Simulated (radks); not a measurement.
The numbers below are computed, except where a source is named.
The tantalum anion Ta- inside a hard spherical wall (all orbitals vanish at R), configuration held at [Xe] 4f14 5d4 6s2 and not refilled when levels cross. Code: a radial shooting solver on a logarithmic mesh with Libxc functionals. Model: scalar-relativistic Kohn-Sham, PBE, spin-unpolarised, spherical densities, finite nucleus; Fermi nuclear charge, rms radius 5.3507 fm. Eigenvalues in eV, with the zero of energy where the potential of the charges vanishes at infinity; a dash marks a level that is unbound or too diffuse for the functional's potential to be trusted. A positive occupied level is held by the wall or, in an anion where self-interaction has pushed it up, behind a barrier. The pressure on the wall is -dE/dV.

| R (bohr) | E (hartree) | kinetic (hartree) | e(5p) | e(4f) | e(6s) | e(5d) | e(6p, empty) | e(7s, empty) | pressure (GPa) |
|---|---|---|---|---|---|---|---|---|---|
| 15 | -15602.2983 | 17136.725 | -32.970 | -18.226 | -0.228 | 2.254 | 2.485 | 2.874 | 0.00599 |
| 12 | -15602.2953 | 17136.731 | -32.643 | -17.894 | -0.007 | 2.536 | 2.933 | 4.082 | 0.0285 |
| 10 | -15602.2889 | 17136.756 | -32.209 | -17.455 | 0.288 | 2.910 | 3.481 | 5.750 | 0.129 |
| 7 | -15602.2284 | 17137.014 | -30.132 | -15.330 | 1.842 | 4.697 | 5.974 | 13.150 | 2.56 |
| 6 | -15602.1416 | 17137.352 | -28.291 | -13.417 | 3.421 | 6.306 | 8.330 | 19.741 | 8.64 |
| 3 | -15598.6248 | 17149.151 | -6.960 | 10.708 | 40.723 | 30.298 | 58.616 | 136.91 | 1370 |
| 1.5 | -15532.3294 | 17358.182 | 137.07 | 137.62 | 429.40 | 212.78 | 490.70 | 947.13 | 198000 |
